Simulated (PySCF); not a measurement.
ZrOCl, SMILES [O]=[Zr][Cl] (connectivity only; charge and spin as stated), neutral, multiplicity 2. The structure is a stationary point at PBE-D3(BJ)/def2-TZVP. The spin state was assumed, not searched. The def2 effective core potentials stand for the cores of Zr; spin–orbit coupling is left out.

These are PBE-D3(BJ)/def2-TZVP (PySCF) values and carry that method's errors.

Harmonic wavenumbers (cm⁻¹): 178, 385, 943. Rotational constants (GHz): 15.41, 3.006, 2.515; symmetry number 1.

**Question.** Work out the zero-point energy and the ideal-gas rigid-rotor harmonic-oscillator thermochemistry at 298.15 K and 1 atm.

**Answer.** ZPE = ½ Σ hcν = ½ × 1505 cm⁻¹ = 9.00 kJ/mol. H − E(el) = 21.46 kJ/mol. Entropy in J/(mol K): translation 170.61, rotation 106.38, vibration 14.61, spin 5.76, total 297.37. G − E(el) = -67.20 kJ/mol. Cp = 49.23 J/(mol K).
